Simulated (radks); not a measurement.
Values are calculated unless marked as measured or tabulated.
Numerical settings for neutral lanthanum, [Xe] 5d1 6s2. Code: a radial shooting solver on a logarithmic mesh with Libxc functionals. Model: Dirac Kohn-Sham, LDA (Slater exchange, Perdew-Wang correlation), spin-unpolarised, spherical densities, finite nucleus; open shells are shared between the two j in proportion to 2j + 1; Fermi nuclear charge, rms radius 4.855 fm. The defaults (mesh step 0.008 in ln r, mesh end at 40 bohr or more with all orbitals vanishing there, Anderson mixing 0.5 over 9 steps, residual threshold near 1e-9 with the energy settled to 1e-9 hartree or 1e-11 of itself, here a cap of 75 iterations) give E = -8490.7136 hartree and 5d5/2 at -3.128 eV in 13 iterations. Run on one thread of a shared host, so times are rough (Arm Neoverse V1): 0.14 s of CPU time, 0.14 s wall, 13 iterations on 2440 mesh points. Changes against that run (0 stands for a change within the tolerance of the run):

| setting | iterations | converged | E (mhartree) | e(5d5/2) (meV) | CPU (s) |
|---|---|---|---|---|---|
| mesh step in ln r 0.003 | 13 | yes | 0 | 0 | 0.36 |
| mesh step in ln r 0.005 | 13 | yes | 0 | 0 | 0.22 |
| mesh step in ln r 0.03 | 13 | yes | +0.00348 | 0 | 0.05 |
| mesh end (bohr) 12 | 13 | yes | +0.509 | +36.1 | 0.13 |
| mesh end (bohr) 5 | 13 | level above zero | +436 | +5.17e+03 | 0.11 |
| residual threshold 0.01 | 8 | yes | 0 | +1.56 | 0.11 |
| residual threshold 1e-13 | 22 | yes | 0 | 0 | 0.19 |
| mixing 1 | 11 | yes | 0 | 0 | 0.13 |
| linear mixing, mixing 0.5 | 30 | yes | 0 | 0 | 0.25 |
| linear mixing, mixing 0.8 | 37 | yes | 0 | 0 | 0.33 |
| mixing history 20 | 18 | yes | 0 | 0 | 0.18 |
| iteration cap 5 | 5 | no | +0.00336 | +11.2 | 0.07 |

Settled on a wrong energy, with an occupied level pushed above zero by the early mesh end: mesh end (bohr) 5 (+0.436 hartree). Apart from these: no run marked as converged misses the energy by more than 1 mhartree. A mesh that ends early acts as a hard wall.
